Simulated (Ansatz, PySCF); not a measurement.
C2H8BO2P (SMILES COB(P)OC), singlet, geometry from GFN2-xTB, with bond 11-8 at 2.4 times its length. Base run: CASSCF(2,4)/STO-3G in PySCF.

PySCF was given this input:
```python
from pyscf import gto, scf, mcscf
import numpy

mol = gto.M(
    atom='''
B     0.103372    0.027012   -0.082698
O    -0.801128   -0.970613   -0.167157
C    -1.852046   -1.161899    0.745919
H    -2.799259   -0.914113    0.259881
H    -1.861612   -2.212927    1.040930
H    -1.725961   -0.534101    1.635128
O     1.103535    0.134193   -0.971734
C     1.319167   -0.763259   -2.044488
H     1.313637   -0.191904   -2.974473
H     2.297174   -1.229253   -1.911188
H    -0.539889   -2.601779   -2.115339
P     0.167035    1.364689    1.318901
H    -0.991188    2.024266    0.945016
H     0.978279    2.224249    0.611238
''',
    basis='sto-3g',
    charge=0,
    spin=0,
    verbose=4,
)

mf = scf.RHF(mol)
mf.kernel()
mc = mcscf.CASSCF(mf, 4, 2)
mc.fix_spin_(ss=0.0)
mc.kernel()
occ = numpy.linalg.eigvalsh(mc.fcisolver.make_rdm1(mc.ci, mc.ncas, mc.nelecas))[::-1]
ss = mc.fcisolver.spin_square(mc.ci, mc.ncas, mc.nelecas)[0]
print('natural occupations', occ.round(4), ' <S^2>', round(ss, 4))
```

Programs used: Ansatz (a program for electronic structure), PySCF; a row that names a program was run with it.

Each row names what was changed in the base input (with any setting that the change needs).

```json
[
 {"change": "base", "ΔE vs base (mEh)": "0.000", "natural occupations": "1.29 0.71 0.00 0.00", "<S^2> of the state": "0.00"},
 {"change": "active space = 4 electrons, 3 orbitals", "ΔE vs base (mEh)": "-0.061", "natural occupations": "2.00 1.29 0.71", "<S^2> of the state": "0.00"},
 {"change": "solver = newton", "ΔE vs base (mEh)": "-0.005", "natural occupations": "1.29 0.71 0.00 0.00", "<S^2> of the state": "0.00"},
 {"change": "orbitals = fixed (CASCI)", "ΔE vs base (mEh)": "15.842", "natural occupations": "1.31 0.69 0.00 0.00", "<S^2> of the state": "0.00"},
 {"change": "active space = 8 electrons, 6 orbitals", "ΔE vs base (mEh)": "-12.275", "natural occupations": "2.00 1.99 1.99 1.30 0.70 0.02", "<S^2> of the state": "0.00"},
 {"change": "code = ansatz", "ΔE vs base (mEh)": "0.014", "natural occupations": "-", "<S^2> of the state": "-"},
 {"change": "state_average = 2 states", "ΔE vs base (mEh)": "0.065", "natural occupations": "-", "<S^2> of the state": "-"},
 {"change": "active space = 6 electrons, 6 orbitals", "ΔE vs base (mEh)": "-23.957", "natural occupations": "1.99 1.98 1.29 0.71 0.02 0.01", "<S^2> of the state": "0.00"},
 {"change": "code = ansatz; correction = SC-NEVPT2, all electrons", "ΔE vs base (mEh)": "-244.5", "natural occupations": "-", "<S^2> of the state": "-"},
 {"change": "correction = SC-NEVPT2", "ΔE vs base (mEh)": "-243.9", "natural occupations": "1.29 0.71 0.00 0.00", "<S^2> of the state": "0.00"},
 {"change": "active space = 2 electrons, 3 orbitals", "ΔE vs base (mEh)": "0.007", "natural occupations": "1.29 0.71 0.00", "<S^2> of the state": "0.00"}
]
```

Active orbitals are taken around the Fermi level unless the row says otherwise; CASSCF can end in different local minima, and two programs can end on different orbitals. State-averaged rows give the lowest state.

Ansatz warned in this series: the state or the total is in doubt.
